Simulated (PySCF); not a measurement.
PbH2, SMILES [PbH2] (connectivity only; charge and spin as stated), neutral, multiplicity 1.

The structure is a stationary point at B3LYP-D3(BJ)/def2-TZVPD. The def2 effective core potentials stand for the cores of Pb; spin–orbit coupling is left out.

All values below come from PBE/def2-TZVPD (PySCF).

Symmetry labels are those of the subgroup C2v that the program uses (full group C2v).

Q: List the valence orbital energies around the gap with their symmetry. (The exact figures need the calculation; the answer reports its results.)

A: 
| orbital | symmetry | energy (eV) |
|---|---|---|
| HOMO−7 | A1 | -21.29 |
| HOMO−6 | A2 | -21.15 |
| HOMO−5 | B1 | -21.08 |
| HOMO−4 | B2 | -20.89 |
| HOMO−3 | A1 | -20.74 |
| HOMO−2 | A1 | -12.78 |
| HOMO−1 | B2 | -6.63 |
| HOMO | A1 | -5.77 |
| LUMO | B1 | -3.64 |
| LUMO+1 | A1 | -0.58 |
| LUMO+2 | B2 | -0.37 |
| LUMO+3 | A1 | 0.86 |
